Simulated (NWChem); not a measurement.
System: C₃H₅FSi; SMILES [SiH2](C#C)CF

```xyz
10

C      0.8995    -2.4937    -0.0795
C      0.1623    -1.5305     0.0174
Si    -0.9331    -0.0674     0.1544
C     -0.0501     1.4808    -0.5036
F      1.0415     1.7818     0.2809
H      1.5511    -3.3459    -0.1627
H     -1.3051     0.1361     1.5831
H     -2.1627    -0.2878    -0.6655
H      0.2812     1.3248    -1.5459
H     -0.7456     2.3402    -0.5057
```
Atoms are numbered in this order, from 1.

All runs: NWChem. Medium grid unless said otherwise, to which SCAN and Minnesota functionals are sensitive. All runs use the structure optimised with PBE0/def2-SVP. Hybrids' shares of exact exchange are those that their runs print; pure functionals count as 0. The functionals differ in more than this share.

```csv
row,share of exact exchange,highest occupied level (eV)
PBE/def2-TZVP,0.00,-6.88
"LDA (Slater exchange, VWN5)/def2-TZVP",0.00,-7.04
B3LYP/def2-TZVP,0.20,withheld
PW6B95/def2-TZVP,0.28,-8.26
M06-2X/def2-TZVP,0.54,-9.42
```

### Question
Fit a straight line of the last column on the one before it, predict the withheld value, and compare with the run.

### Answer

1. Means of the 4 shown rows: x = 0.205, y = -7.900. Slope Σ(x − x̄)(y − ȳ)/Σ(x − x̄)² = -0.9216/0.2019 = -4.565; intercept -6.964.
2. The shown rows scatter about the line by 0.058 (root mean square); the largest residual is +0.08, at PBE/def2-TZVP.
3. At x = 0.20 (B3LYP/def2-TZVP; inside the shown range) the line gives -7.88.
4. The run gives -7.95, -0.07 from the line, 1.2 times the scatter.
